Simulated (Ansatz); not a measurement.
Relaxation of C₂H₉BSSi (14 atoms, charge 0, multiplicity 1), to a largest force component of 0.02 eV/Å in at most 40 steps.

Computed with RKS r2SCANh-D4/STO-3G in Ansatz 0.2.0.

```xyz
14
Properties=species:S:1:pos:R:3
B -1.501 2.050 1.091
C -1.105 0.794 0.282
S -0.022 -0.210 1.305
C 0.398 -1.486 0.058
Si 1.771 -1.010 -1.036
H -1.165 2.316 2.176
H -2.251 2.874 0.572
H -0.544 1.128 -0.652
H -2.003 0.227 0.062
H -0.571 -1.682 -0.540
H 0.579 -2.440 0.603
H 1.469 0.229 -1.750
H 2.902 -0.742 -0.192
H 2.030 -2.076 -1.951
```

Question: Where does it end, and by what steps?

Answer: It converged. Limits of this set-up: minimal basis. After 10 steps the energy has fallen by 0.403 eV; H9 moved furthest, 0.39 Å.

```json
{"step": "0", "energy less start (eV)": "0.0000", "largest force component (eV/Å)": "3.305", "accepted": "yes"}
{"step": "1", "energy less start (eV)": "-0.3671", "largest force component (eV/Å)": "0.661", "accepted": "yes"}
{"step": "2", "energy less start (eV)": "-0.3889", "largest force component (eV/Å)": "0.255", "accepted": "yes"}
{"step": "3", "energy less start (eV)": "-0.3931", "largest force component (eV/Å)": "0.216", "accepted": "yes"}
{"step": "4", "energy less start (eV)": "-0.3940", "largest force component (eV/Å)": "0.182", "accepted": "yes"}
{"step": "5", "energy less start (eV)": "-0.3997", "largest force component (eV/Å)": "0.062", "accepted": "yes"}
{"step": "6", "energy less start (eV)": "-0.4019", "largest force component (eV/Å)": "0.039", "accepted": "yes"}
{"step": "7", "energy less start (eV)": "-0.4011", "largest force component (eV/Å)": "0.167", "accepted": "no"}
{"step": "8", "energy less start (eV)": "-0.4023", "largest force component (eV/Å)": "0.055", "accepted": "yes"}
{"step": "9", "energy less start (eV)": "-0.4025", "largest force component (eV/Å)": "0.050", "accepted": "yes"}
{"step": "10", "energy less start (eV)": "-0.4028", "largest force component (eV/Å)": "0.011", "accepted": "yes"}
```

```xyz
14
Properties=species:S:1:pos:R:3
B -1.586 2.094 1.088
C -1.017 0.844 0.347
S -0.135 -0.342 1.409
C 0.340 -1.538 0.111
Si 1.723 -1.007 -1.054
H -1.172 2.432 2.132
H -2.414 2.744 0.568
H -0.325 1.276 -0.406
H -1.798 0.344 -0.250
H -0.550 -1.822 -0.469
H 0.660 -2.444 0.640
H 1.358 0.195 -1.763
H 2.929 -0.757 -0.306
H 1.974 -2.049 -2.020
```

Whether the end is a true minimum wasn't checked by a vibrational analysis.

The run took 47 s on 1 thread of AMD EPYC 7R43 64-Core Processor (Zen 3), with other jobs on the host, peak memory 0.16 GiB.
